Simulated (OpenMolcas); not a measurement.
## How methods differ on GaHClOF (SMILES [OH][Ga]([F])[Cl])

GaHClOF: 5 atoms, total charge 0, spin state singlet. SMILES: `[OH][Ga]([F])[Cl]`. The shape is that of a PBE0-D4/def2-TZVP optimisation. This is one conformer, not always the lowest.

Each level gives the vertical electron affinity (to the doublet anion) (eV). The values are calculated.

The electron affinity is E(neutral) − E(anion): positive where the electron is bound.

```json
{"level": "BLYP/def2-SVPD", "kind": "GGA", "program": "OpenMolcas", "value (eV)": "0.40", "CPU time (all runs)": "2.8 min"}
{"level": "revPBE/def2-SVPD", "kind": "GGA", "program": "OpenMolcas", "value (eV)": "0.35", "CPU time (all runs)": "2.9 min"}
{"level": "TPSS/def2-SVPD", "kind": "meta-GGA", "program": "OpenMolcas", "value (eV)": "0.29", "CPU time (all runs)": "3.5 min"}
{"level": "r2SCAN/def2-SVPD", "kind": "meta-GGA", "program": "OpenMolcas", "value (eV)": "0.29", "CPU time (all runs)": "3.4 min"}
{"level": "B3LYP/def2-SVPD", "kind": "global hybrid", "program": "OpenMolcas", "value (eV)": "0.43", "CPU time (all runs)": "2.9 min"}
{"level": "BHLYP/def2-SVPD", "kind": "global hybrid", "program": "OpenMolcas", "value (eV)": "0.14", "CPU time (all runs)": "2.7 min"}
{"level": "M06-2X/def2-SVPD", "kind": "hybrid meta-GGA", "program": "OpenMolcas", "value (eV)": "0.05", "CPU time (all runs)": "3.7 min"}
{"level": "PBE0/def2-SVPD", "kind": "global hybrid", "program": "OpenMolcas", "value (eV)": "0.29", "CPU time (all runs)": "2.6 min"}
```

All-electron rows without a relativistic Hamiltonian named are non-relativistic. The anion's HOMO is positive in every row: a fault of the level (basis or self-interaction), which says nothing on whether the real anion is bound. The values span 0.05 to 0.43 eV. Times are those of the runs behind each value, whatever else they computed, on shared processors of several kinds: orders of magnitude only.
